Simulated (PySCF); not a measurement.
An unknown gives this computed stick spectrum. Method used: PySCF, TDDFT wB97X-D/def2-SVPD, vertical, gas phase, core orbitals frozen in the response. Geometries: GFN2-xTB, one conformer each.

```
state  ν̃ (cm⁻¹)      f  main configurations (H = HOMO, L = LUMO)
   S1      52870  0.022                                 H→L (91%)
   S2      60790  0.015      H→L+1 (52%), H→L+4 (26%), H→L+3 (9%)
   S3      64070  0.024                  H-1→L (61%), H→L+2 (13%)
   S4      65190  0.028     H→L+2 (51%), H-1→L (14%), H→L+6 (10%)
   S5      66260  0.028                H-1→L+1 (50%), H→L+6 (14%)
   S6      66930  0.025   H→L+6 (27%), H-1→L+1 (26%), H→L+5 (13%)
   S7      70210  0.011     H→L+3 (40%), H-1→L+3 (9%), H→L+5 (8%)
   S8      70440  0.089                  H→L+7 (34%), H→L+3 (11%)
```

Triplets computed (Tamm–Dancoff): 6.30, 7.37, 7.69 eV.

Orbital energies (eV): HOMO-3 -10.97, HOMO-2 -10.77, HOMO-1 -9.98, HOMO -9.16, LUMO 2.11, LUMO+1 2.42, LUMO+2 2.92.

Problem. Which candidate is it? All have the formula C5H13NSi.
A. `CN(C)[C@@H]1CC[SiH2]1`
B. `C/C=C\[Si@@H](C)NC`
C. `N[SiH2]C1CCCC1`

Solution. C. Its S1, at 6.55 eV, is the highest among the candidates; the nearest of the others has S1 at 5.74 eV. S1 is HOMO→LUMO (91%). Löwdin shares by element: HOMO nitrogen 57%, hydrogen 15% or more, silicon 14%; LUMO silicon 32%, hydrogen 24% or more, nitrogen 12% (atoms not listed hold the other 32%). At the same level the other candidates give, for their lowest levels:
- `C/C=C\[Si@@H](C)NC`: 5.70 eV (f 0.005); 6.44 eV (f 0.001); 6.69 eV (f 0.219); 6.85 eV (f 0.121); 7.27 eV (f 0.017); T1 4.29 eV; HOMO -8.43, LUMO 1.53 eV
- `CN(C)[C@@H]1CC[SiH2]1`: 5.74 eV (f 0.030); 6.56 eV (f 0.017); 6.87 eV (f 0.004); 7.00 eV (f 0.024); 7.08 eV (f 0.018); T1 5.60 eV; HOMO -7.94, LUMO 1.87 eV
